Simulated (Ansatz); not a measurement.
Ansatz (a quantum-chemistry and plane-wave program) input (B3LYP-D3(BJ)/def2-TZVP):

Ansatz 0.2 input:
```yaml
crystal:
  periodic: [false, false, false]
  atoms:
    - {symbol: C, position_ang: [2.50816554, -0.19319897, 0.04710574]}
    - {symbol: C, position_ang: [1.13015895, -0.77633961, -0.17599021]}
    - {symbol: C, position_ang: [0.06625295, 0.04601979, -0.26577777]}
    - {symbol: C, position_ang: [0.03361950, 1.57137540, -0.19857788]}
    - {symbol: C, position_ang: [-1.31964331, -0.55133792, -0.44511142]}
    - {symbol: C, position_ang: [-2.17956736, -0.52491130, 0.82789127]}
    - {symbol: H, position_ang: [2.93153336, -0.58700177, 0.98177660]}
    - {symbol: H, position_ang: [3.19548690, -0.53497966, -0.73929011]}
    - {symbol: H, position_ang: [2.62192210, 0.91625286, 0.09952466]}
    - {symbol: H, position_ang: [-0.41336947, 2.00747596, -1.10620179]}
    - {symbol: H, position_ang: [1.03140349, 2.00055135, -0.08887362]}
    - {symbol: H, position_ang: [-0.57021395, 1.94828076, 0.64034001]}
    - {symbol: H, position_ang: [-1.87478179, -0.03162790, -1.24630142]}
    - {symbol: H, position_ang: [-1.18096594, -1.58928177, -0.75652625]}
    - {symbol: H, position_ang: [-2.32884773, 0.49585476, 1.19301185]}
    - {symbol: H, position_ang: [-1.67410883, -1.08904923, 1.61624367]}
    - {symbol: H, position_ang: [-3.17197554, -0.96611977, 0.66905782]}
basis:
  gaussian:
    orbitals: def2-TZVP
hamiltonian:
  xc: b3lyp
  dispersion: d3bj
total_charge: -1
phonons: {temperatures: {t_min: 298.15, t_max: 298.15, t_step: 100}}
```

Output:

```
Functional definition: B3LYP
integrals: 0.19 GiB planned
1564 factors; their error is unknown
0.34 GiB of the device are held for the grids
1.48 GiB of device memory are held for the factors and their scratch space
mean field: 1.48 GiB planned
mean field evaluation 1: about -6390.0527 eV, gradient 6.9e1 eV
mean field evaluation 2: about -6345.1520 eV, gradient 1.2e2 eV
mean field evaluation 4: about -6401.9152 eV, gradient 1.1e1 eV
mean field evaluation 8: about -6402.3072 eV, gradient 3.4e-1 eV
mean field evaluation 16: about -6402.2763 eV, gradient 2.0e-3 eV
mean field -6402.27627852 eV, -235.2793136168 hartree, gradient 2.4e-5 eV, S^2 0.000000; 0 other end points of the search recorded, 0 dependent functions left out
the calculation of the forces begins
reference -6402.27660031 eV, -235.2793254426 hartree; 24, 24 occupied and 228, 228 virtual orbitals, 1564 factors
these checks for a lower state are left out or cut short: stability, starts, cluster_reference, orbital_swaps, neighbouring_geometries, increment
integrals: 0.19 GiB planned
1564 factors; their error is unknown
0.34 GiB of the device are held for the grids
1.48 GiB of device memory are held for the factors and their scratch space
mean field: 1.48 GiB planned
mean field -6402.27621353 eV, -235.2793112286 hartree, gradient 3.0e-6 eV, S^2 0.000000; 0 other end points of the search recorded, 0 dependent functions left out
the calculation of the forces begins
reference -6402.27653541 eV, -235.2793230574 hartree; 24, 24 occupied and 228, 228 virtual orbitals, 1564 factors
these checks for a lower state are left out or cut short: stability, starts, cluster_reference, orbital_swaps, neighbouring_geometries, increment
integrals: 0.19 GiB planned
1564 factors; their error is unknown
0.34 GiB of the device are held for the grids
1.48 GiB of device memory are held for the factors and their scratch space
mean field: 1.48 GiB planned
mean field evaluation 32: about -6402.2755 eV, gradient 6.4e-1 eV
mean field -6402.27608063 eV, -235.2793063444 hartree, gradient 3.0e-6 eV, S^2 0.000000; 0 other end points of the search recorded, 0 dependent functions left out
the calculation of the forces begins
reference -6402.27640234 eV, -235.2793181672 hartree; 24, 24 occupied and 228, 228 virtual orbitals, 1564 factors
these checks for a lower state are left out or cut short: stability, starts, cluster_reference, orbital_swaps, neighbouring_geometries, increment
integrals: 0.19 GiB planned
1564 factors; their error is unknown
0.34 GiB of the device are held for the grids
1.48 GiB of device memory are held for the factors and their scratch space
mean field: 1.48 GiB planned
mean field -6402.27612476 eV, -235.2793079665 hartree, gradient 3.0e-6 eV, S^2 0.000000; 0 other end points of the search recorded, 0 dependent functions left out
the calculation of the forces begins
reference -6402.27644644 eV, -235.2793197879 hartree; 24, 24 occupied and 228, 228 virtual orbitals, 1564 factors
these checks for a lower state are left out or cut short: stability, starts, cluster_reference, orbital_swaps, neighbouring_geometries, increment
integrals: 0.19 GiB planned
1564 factors; their error is unknown
0.34 GiB of the device are held for the grids
1.48 GiB of device memory are held for the factors and their scratch space
mean field: 1.48 GiB planned
mean field -6402.27616239 eV, -235.2793093490 hartree, gradient 3.0e-6 eV, S^2 0.000000; 0 other end points of the search recorded, 0 dependent functions left out
[...]
these checks for a lower state are left out or cut short: stability, starts, cluster_reference, orbital_swaps, neighbouring_geometries, increment
integrals: 0.19 GiB planned
1564 factors; their error is unknown
0.34 GiB of the device are held for the grids
1.48 GiB of device memory are held for the factors and their scratch space
mean field: 1.48 GiB planned
mean field evaluation 672: about -6402.2762 eV, gradient 2.0e-6 eV
mean field -6402.27622230 eV, -235.2793115507 hartree, gradient 3.0e-6 eV, S^2 0.000000; 0 other end points of the search recorded, 0 dependent functions left out
the calculation of the forces begins
reference -6402.27654408 eV, -235.2793233761 hartree; 24, 24 occupied and 228, 228 virtual orbitals, 1564 factors
these checks for a lower state are left out or cut short: stability, starts, cluster_reference, orbital_swaps, neighbouring_geometries, increment
integrals: 0.19 GiB planned
1564 factors; their error is unknown
0.34 GiB of the device are held for the grids
1.48 GiB of device memory are held for the factors and their scratch space
mean field: 1.48 GiB planned
mean field -6402.27625966 eV, -235.2793129237 hartree, gradient 3.0e-6 eV, S^2 0.000000; 0 other end points of the search recorded, 0 dependent functions left out
the calculation of the forces begins
reference -6402.27658147 eV, -235.2793247500 hartree; 24, 24 occupied and 228, 228 virtual orbitals, 1564 factors
these checks for a lower state are left out or cut short: stability, starts, cluster_reference, orbital_swaps, neighbouring_geometries, increment
integrals: 0.19 GiB planned
1564 factors; their error is unknown
0.34 GiB of the device are held for the grids
1.48 GiB of device memory are held for the factors and their scratch space
mean field: 1.48 GiB planned
mean field -6402.27625123 eV, -235.2793126139 hartree, gradient 3.0e-6 eV, S^2 0.000000; 0 other end points of the search recorded, 0 dependent functions left out
the calculation of the forces begins
reference -6402.27657304 eV, -235.2793244401 hartree; 24, 24 occupied and 228, 228 virtual orbitals, 1564 factors
these checks for a lower state are left out or cut short: stability, starts, cluster_reference, orbital_swaps, neighbouring_geometries, increment
integrals: 0.19 GiB planned
1564 factors; their error is unknown
0.34 GiB of the device are held for the grids
1.48 GiB of device memory are held for the factors and their scratch space
mean field: 1.48 GiB planned
mean field -6402.27618849 eV, -235.2793103082 hartree, gradient 3.0e-6 eV, S^2 0.000000; 0 other end points of the search recorded, 0 dependent functions left out
the calculation of the forces begins
reference -6402.27651027 eV, -235.2793221336 hartree; 24, 24 occupied and 228, 228 virtual orbitals, 1564 factors
these checks for a lower state are left out or cut short: stability, starts, cluster_reference, orbital_swaps, neighbouring_geometries, increment
integrals: 0.19 GiB planned
1564 factors; their error is unknown
0.34 GiB of the device are held for the grids
1.48 GiB of device memory are held for the factors and their scratch space
mean field: 1.48 GiB planned
mean field -6402.27617056 eV, -235.2793096494 hartree, gradient 3.0e-6 eV, S^2 0.000000; 0 other end points of the search recorded, 0 dependent functions left out
the calculation of the forces begins
reference -6402.27649236 eV, -235.2793214753 hartree; 24, 24 occupied and 228, 228 virtual orbitals, 1564 factors
these checks for a lower state are left out or cut short: stability, starts, cluster_reference, orbital_swaps, neighbouring_geometries, increment
integrals: 0.19 GiB planned
1564 factors; their error is unknown
0.34 GiB of the device are held for the grids
1.48 GiB of device memory are held for the factors and their scratch space
mean field: 1.48 GiB planned
mean field evaluation 704: about -6402.2756 eV, gradient 6.4e-1 eV
mean field -6402.27622450 eV, -235.2793116316 hartree, gradient 3.0e-6 eV, S^2 0.000000; 0 other end points of the search recorded, 0 dependent functions left out
the calculation of the forces begins
reference -6402.27654629 eV, -235.2793234574 hartree; 24, 24 occupied and 228, 228 virtual orbitals, 1564 factors
these checks for a lower state are left out or cut short: stability, starts, cluster_reference, orbital_swaps, neighbouring_geometries, increment
integrals: 0.19 GiB planned
1564 factors; their error is unknown
0.34 GiB of the device are held for the grids
1.48 GiB of device memory are held for the factors and their scratch space
mean field: 1.48 GiB planned
mean field -6402.27624174 eV, -235.2793122654 hartree, gradient 3.0e-6 eV, S^2 0.000000; 0 other end points of the search recorded, 0 dependent functions left out
the calculation of the forces begins
reference -6402.27656356 eV, -235.2793240920 hartree; 24, 24 occupied and 228, 228 virtual orbitals, 1564 factors
these checks for a lower state are left out or cut short: stability, starts, cluster_reference, orbital_swaps, neighbouring_geometries, increment
integrals: 0.19 GiB planned
1564 factors; their error is unknown
0.34 GiB of the device are held for the grids
1.48 GiB of device memory are held for the factors and their scratch space
mean field: 1.48 GiB planned
mean field -6402.27626012 eV, -235.2793129409 hartree, gradient 3.0e-6 eV, S^2 0.000000; 0 other end points of the search recorded, 0 dependent functions left out
the calculation of the forces begins
reference -6402.27658190 eV, -235.2793247660 hartree; 24, 24 occupied and 228, 228 virtual orbitals, 1564 factors
these checks for a lower state are left out or cut short: stability, starts, cluster_reference, orbital_swaps, neighbouring_geometries, increment
integrals: 0.19 GiB planned
1564 factors; their error is unknown
0.34 GiB of the device are held for the grids
1.48 GiB of device memory are held for the factors and their scratch space
mean field: 1.48 GiB planned
mean field -6402.27627350 eV, -235.2793134323 hartree, gradient 3.0e-6 eV, S^2 0.000000; 0 other end points of the search recorded, 0 dependent functions left out
the calculation of the forces begins
reference -6402.27659531 eV, -235.2793252588 hartree; 24, 24 occupied and 228, 228 virtual orbitals, 1564 factors
these checks for a lower state are left out or cut short: stability, starts, cluster_reference, orbital_swaps, neighbouring_geometries, increment
integrals: 0.19 GiB planned
1564 factors; their error is unknown
0.34 GiB of the device are held for the grids
1.48 GiB of device memory are held for the factors and their scratch space
mean field: 1.48 GiB planned
mean field evaluation 736: about -6402.2763 eV, gradient 3.0e-6 eV
mean field -6402.27625035 eV, -235.2793125816 hartree, gradient 3.0e-6 eV, S^2 0.000000; 0 other end points of the search recorded, 0 dependent functions left out
the calculation of the forces begins
reference -6402.27657213 eV, -235.2793244067 hartree; 24, 24 occupied and 228, 228 virtual orbitals, 1564 factors
Total energy: -6402.87802021 eV, -235.3014272161 hartree
Atom 0 at     2.508166    -0.193199     0.047106 Å, force     0.001896     0.000149     0.000396 eV/Å
Atom 1 at     1.130159    -0.776340    -0.175990 Å, force    -0.000857     0.000371    -0.000201 eV/Å
Atom 2 at     0.066253     0.046020    -0.265778 Å, force     0.000632    -0.000120    -0.000991 eV/Å
Atom 3 at     0.033619     1.571375    -0.198578 Å, force     0.000504     0.000250     0.000312 eV/Å
Atom 4 at    -1.319643    -0.551338    -0.445111 Å, force    -0.000296    -0.000441     0.000678 eV/Å
Atom 5 at    -2.179567    -0.524911     0.827891 Å, force    -0.000324     0.000209    -0.000186 eV/Å
Atom 6 at     2.931533    -0.587002     0.981777 Å, force    -0.000213     0.000187    -0.000232 eV/Å
Atom 7 at     3.195487    -0.534980    -0.739290 Å, force    -0.000183    -0.000007    -0.000143 eV/Å
Atom 8 at     2.621922     0.916253     0.099525 Å, force    -0.000834    -0.000646     0.000118 eV/Å
Atom 9 at    -0.413369     2.007476    -1.106202 Å, force    -0.000219    -0.000220    -0.000085 eV/Å
Atom 10 at     1.031403     2.000551    -0.088874 Å, force    -0.000129     0.000148    -0.000098 eV/Å
Atom 11 at    -0.570214     1.948281     0.640340 Å, force    -0.000351     0.000278     0.000501 eV/Å
Atom 12 at    -1.874782    -0.031628    -1.246301 Å, force     0.000474    -0.000022    -0.000048 eV/Å
Atom 13 at    -1.180966    -1.589282    -0.756526 Å, force    -0.000119    -0.000145     0.000149 eV/Å
Atom 14 at    -2.328848     0.495855     1.193012 Å, force     0.000266     0.000065    -0.000080 eV/Å
Atom 15 at    -1.674109    -1.089049     1.616244 Å, force    -0.000200     0.000013    -0.000173 eV/Å
Atom 16 at    -3.171976    -0.966120     0.669058 Å, force    -0.000050    -0.000072     0.000081 eV/Å
Dipole moment:    -0.625814     0.587805     0.134645 e Å
Vibrations: 62.84 94.71 157.29 199.02 225.83 318.69 329.13 396.66 481.55 541.36 723.89 777.47 891.23 946.02 977.45 982.73 1026.25 1029.90 1077.81 1120.79 1177.81 1282.87 1319.61 1345.92 1372.16 1377.86 1461.42 1461.96 1465.80 1476.14 1484.33 1491.41 1498.95 1587.07 2754.97 2896.75 2931.97 2950.06 2961.03 2974.63 2981.14 3030.50 3047.57 3063.65 3067.56 cm⁻¹, zero-point energy 4.018564 eV
```

It need not be the lowest isomer of its formula. Whether it binds its extra electron was not tested at this geometry.
